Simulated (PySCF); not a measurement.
A calculated (UHF, PySCF 2.14, cc-pVDZ, the non-relativistic Hamiltonian (point nucleus)) atom or ion has these occupied shells.

```
shell  electrons  orbital energy (eV)  rms radius, mean of both spins (bohr)
   1s          2              -494.16                                  0.264
   2s          2              -75.221                                   1.22
```

Q: Name the element and its charge.

A: N³⁺ (nitrogen, charge +3), in [He] 2s2, closed-shell 1S.
